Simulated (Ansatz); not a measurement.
Total energies of GeCl₃⁻ from Ansatz at r2SCAN-D4/def2-TZVPD, gas phase (1 Eh = 27.2114 eV = 2625.5 kJ/mol). The reference geometry is relaxed at PBE0-D4/def2-SVPD.

```xyz
4

Ge    0.4623    0.7280   -0.0440
Cl   -1.3757    0.6152    1.3763
Cl    1.4884   -1.2487    0.6237
Cl   -0.5751   -0.0946   -1.9560
```

| state | geometry | energy (Eh) |
| --- | --- | --- |
| charge -1 singlet | reference | -3457.78707 |
| charge 0 doublet | reference | -3457.62781 |
| charge -1 triplet | relaxed at PBE0-D4/def2-SVPD | -3457.70127 |
| charge -1 quintet | relaxed at PBE0-D4/def2-SVPD | -3457.55798 |

Question: Work out the vertical ionisation energy to the doublet.

Answer: E(charge 0 doublet) − E(charge -1 singlet) = -3457.62781 − (-3457.78707) = 0.15926 Eh = 4.33 eV. For comparison, −ε of the highest occupied level is 1.80 eV at this level, 2.53 eV less.

Question: Which of the charge -1 states is lowest, and how far above it are the others?

Answer: The singlet. triplet: -3457.70127 − (-3457.78707) = 0.08580 Eh = 225.3 kJ/mol; quintet: -3457.55798 − (-3457.78707) = 0.22909 Eh = 601.5 kJ/mol. The quintet differs in its bonds from the reference.

At r2SCAN-D4/def2-TZVPD the highest occupied level of the charge -1 triplet lies above zero (up to 0.25 eV). It is a level of α spin, whose loss leaves a doublet; that state wasn't run at this geometry and level. The electron is either unbound and held by the finite basis, or the level is raised by self-interaction error. 

The structure comes from a short search, and lower isomers may exist.
